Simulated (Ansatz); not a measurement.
Consider the cleavage of the Si–Ga bond: `O[SiH2][Ga]1[CH2][S]1` + `N#CN` → `N#CN[SiH2]O` + `[CH2]1[S][GaH]1`.

Isolated molecules relaxed with PBE0-D4/def2-TZVP in Ansatz; ΔE leaves out vibrations. CCSD(T)/CBS is the MP2 limit (def2-TZVPP, def2-QZVPP) plus CCSD(T) − MP2 in def2-TZVPP, frozen cores. This one scheme is used for every species. DFT in def2-TZVPP. For Ga outer-core shells are correlated without core-valence functions, which leaves a few kJ/mol of doubt a bond. Scalar relativity is left out up to krypton. One conformer a species, not always the lowest.

```
  level  ΔE (kJ/mol)
ωB97X-V        -49.7
r2SCANh        -42.7
```

Task: What does CCSD(T)/CBS give? (Best estimate.)

Result: Computed: -44.3 kJ/mol. The listed levels differ from it by -5.4, 1.6 kJ/mol.

Largest T1 diagnostic among the species: 0.015.

From BLYP to BHLYP (50 % exact exchange), in def2-TZVPP and without D4, ΔE moves by −17.1 kJ/mol. In def2-TZVPP, CCSD(T) changes the Hartree–Fock value by +15.2 kJ/mol (the triples alone add +2.4 kJ/mol) and MP2 by +10.2 kJ/mol. Leaving LDA and LC-ωPBE aside and taking each functional with its dispersion term where it has one, the values, not all of them listed here, spread over 23.9 kJ/mol, from CAM-B3LYP-D4 to PBE-D4. LDA lies −8.3 kJ/mol from PBE without D4.
